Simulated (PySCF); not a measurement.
## NaAs⁺: energy against distance

Set-up: PySCF, no relativity, basis sets Na def2-SVP, As def2-SVP. Energies in eV from Na⁺ + As in their ground configurations at the same level. State: ⁴Σ⁻ (quartet), unpaired electrons σ ↑, π ↑↑.

All columns are PBE0. A positive dipole points towards As; it is taken about the centre of mass and depends on that origin.

```tsv
R (Å)	E (eV)	μ (D)	Mulliken charge on Na (basis-dependent)	HOMO (eV)	LUMO (eV)	Mayer bond order	⟨S²⟩
2.755	-0.160	-8.08	0.85	-12.14	-8.36	0.30	3.75
2.883	-0.225	-8.55	0.84	-11.98	-8.23	0.30	3.75
3.011	-0.260	-9.05	0.84	-11.82	-8.09	0.29	3.75
3.107	-0.271	-9.43	0.85	-11.70	-7.98	0.28	3.75
3.203	-0.275	-9.81	0.85	-11.59	-7.87	0.27	3.75
3.299	-0.272	-10.21	0.86	-11.48	-7.76	0.25	3.75
3.427	-0.261	-10.74	0.87	-11.34	-7.61	0.23	3.75
3.587	-0.241	-11.42	0.89	-11.17	-7.42	0.21	3.75
3.780	-0.213	-12.24	0.90	-10.97	-7.20	0.18	3.75
4.036	-0.175	-13.36	0.92	-10.72	-6.93	0.14	3.75
```

A fit through these points gives, at Re = 3.200 Å, μ = -9.80 D and dμ/dR = -4.05 D/Å; the reduced mass is 17.59 u.

How strong is the fundamental in the double-harmonic approximation, I = 42.26·(dμ/dR)²/μred km/mol?

I = 42.26·(-4.05)²/17.59 = 39.4 km/mol at PBE0.

The bond is weak. Basis-set superposition, not corrected here, can be much of De in a small basis, most of all at correlated wavefunction levels. Spin–orbit coupling is left out. For an ion De counts to the pair picked by the measured ionisation energies or electron affinities, which need not be the lowest pair at this level. The state was picked by a PBE0 search and need not be the measured ground state.
